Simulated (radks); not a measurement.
The silver ion Ag2+, configuration [Kr] 4d9. Calculated with a radial shooting solver on a logarithmic mesh with Libxc functionals: Dirac Kohn-Sham, PBEsol, spin-unpolarised, spherical densities, finite nucleus; open shells fill j = l - 1/2 first; Fermi nuclear charge, rms radius 4.5454 fm.

Unscreened Slater integrals over Kohn-Sham orbitals (cm^-1). Large and small components are both included. Empty in this configuration: 5s1/2.

| integral | value |
|---|---|
| F0(4d5/2,4d5/2) | 151500 |
| F2(4d5/2,4d5/2) | 75094 |
| F4(4d5/2,4d5/2) | 48954 |
| F0(4d5/2,4d3/2) | 152440 |
| F2(4d5/2,4d3/2) | 75564 |
| G2(4d5/2,4d3/2) | 75523 |
| G4(4d5/2,4d3/2) | 49247 |
| F0(4d5/2,4p3/2) | 169970 |
| F2(4d5/2,4p3/2) | 83488 |
| G1(4d5/2,4p3/2) | 105130 |
| G3(4d5/2,4p3/2) | 64138 |
| F0(4d5/2,4p1/2) | 171890 |
| G3(4d5/2,4p1/2) | 63538 |
| F0(4d5/2,5s1/2) | 94810 |
| G2(4d5/2,5s1/2) | 16396 |
| F0(4d3/2,4d3/2) | 153390 |
| F2(4d3/2,4d3/2) | 76057 |
| F0(4d3/2,4p3/2) | 171290 |
| F2(4d3/2,4p3/2) | 84447 |
| G1(4d3/2,4p3/2) | 106600 |
| G3(4d3/2,4p3/2) | 65069 |
| F0(4d3/2,4p1/2) | 173260 |
| G1(4d3/2,4p1/2) | 105900 |
| F0(4d3/2,5s1/2) | 95003 |
| G2(4d3/2,5s1/2) | 15904 |
| F0(4p3/2,4p3/2) | 196510 |
| F2(4p3/2,4p3/2) | 102830 |
| F0(4p3/2,4p1/2) | 199510 |
| G2(4p3/2,4p1/2) | 104090 |
| F0(4p3/2,5s1/2) | 98279 |
| G1(4p3/2,5s1/2) | 6734.0 |
| F0(4p1/2,4p1/2) | 202690 |
| F0(4p1/2,5s1/2) | 98601 |
| G1(4p1/2,5s1/2) | 6375.0 |
| F0(5s1/2,5s1/2) | 78455 |
